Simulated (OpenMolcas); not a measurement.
## Ta4+: moving or changing the point charges

Ta4+ among 6 point charges of -1.5 e arranged as a trigonal prism (D3h), 1.98 Å from the ion, with a polar angle of 42.2° against the regular 49.1°.
```
   1.3307    0.0000    1.4662  -1.50
  -0.6653    1.1524    1.4662  -1.50
  -0.6653   -1.1524    1.4662  -1.50
   1.3307    0.0000   -1.4662  -1.50
  -0.6653    1.1524   -1.4662  -1.50
  -0.6653   -1.1524   -1.4662  -1.50
```

```
Program             : OpenMolcas 26.06
Method              : SS-CASPT2, IPEA 0.25 Eh, imaginary shift 0.1 Eh (closed shells correlated: 4f 5s 5p)
Basis               : ANO-RCC-VDZP [7s6p4d2f1g]
Scalar Hamiltonian  : DKH2, point nucleus
Active space        : 1 electron in 5 orbitals (5d)
State averaging     : 2S+1 = 2 even, 5 roots
Spin-orbit coupling : RASSI with atomic mean-field integrals over the reference wave functions
```

Runs around this geometry, states (labels of D3, the rotations of D3h). Energies in cm-1 above the lowest state or level, χT in cm3 K/mol.

```csv
R (Å),q (e),Polar angle / regular,Ground state,First state of that spin,First gap with spin-orbit (degeneracies),χT at 300 K
1.98,-1.2,0.86,2E,2A1 7530,"5750 (2, 2)",0.141
1.98,-1.5,0.86,2E,2A1 7060,"5230 (2, 2)",0.135
2.11,-1.5,0.86,2E,2A1 7870,"5720 (2, 2)",0.140
1.98,-1.5,0.93,2E,2A1 6140,"5340 (2, 2)",0.132
```

Scaling the charges by -1.2 / -1.5 = 0.80 scales the first state of the same spin by 7530 / 7060 = 1.07; with fixed orbitals a first-order splitting would follow the charge.

Roots that are degenerate in the reference are averaged as groups; the widest CASPT2 spread within a group is 74 cm-1 (the 2-fold group of multiplicity 2 near 0 cm-1 above the lowest state of its run, R = 1.98, q = -1.2, ratio = 0.86). Shifts and gaps below about the spread of the groups concerned are not significant. An orbital doublet at a regular site is open to a Jahn-Teller distortion, which this geometry leaves out. Free-ion shares, where given, are those of the reference states; single-state CASPT2 does not remix them. Point charges carry no covalency, so the field is a model and not that of real ligands. No measured value stands beside these numbers.
